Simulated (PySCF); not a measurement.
C5H7F, SMILES C/C=C/C=C\F.

Coordinates come from a B3LYP-D3(BJ)/def2-SVP optimisation. The structure was generated by enumeration; whether it is a known compound was not checked. The values are those of a single conformer.

These are PySCF with TDA-PBE/def2-SVPD values and carry that method's errors.

Vertical excitations. The molecule is in vacuum. State labels are in the subgroup Cs.

Computed UV-visible absorptions:
```tsv
state	symmetry	energy (eV)	λ (nm)	f	main pairs
S1	A"	5.69	218	0.002	HOMO→LUMO+1 100 %
S2	A'	5.83	213	0.868	HOMO→LUMO 76 %
S3	A"	5.93	209	0.002	HOMO→LUMO+2 100 %
S4	A"	6.21	200	0.001	HOMO→LUMO+4 100 %
S5	A'	6.22	199	0.241	HOMO−1→LUMO 43 %, HOMO→LUMO+3 43 %, HOMO→LUMO 12 %
S6	A"	6.82	182	0.009	HOMO→LUMO+5 78 %, HOMO−2→LUMO 21 %
S7	A"	6.85	181	0.001	HOMO−2→LUMO 78 %, HOMO→LUMO+5 21 %
S8	A"	7.18	173	0.001	HOMO−3→LUMO 99 %
S9	A"	7.35	169	0.000	HOMO→LUMO+6 99 %
S10	A"	7.64	162	0.003	HOMO−4→LUMO 99 %
T1	A'	3.08	403	0	HOMO→LUMO 99 %
T2	A'	5.18	239	0	HOMO−1→LUMO 57 %, HOMO→LUMO+3 41 %
T3	A"	5.60	222	0	HOMO→LUMO+1 99 %
T4	A"	5.88	211	0	HOMO→LUMO+2 99 %
```
Triplets are in the Tamm–Dancoff approximation.
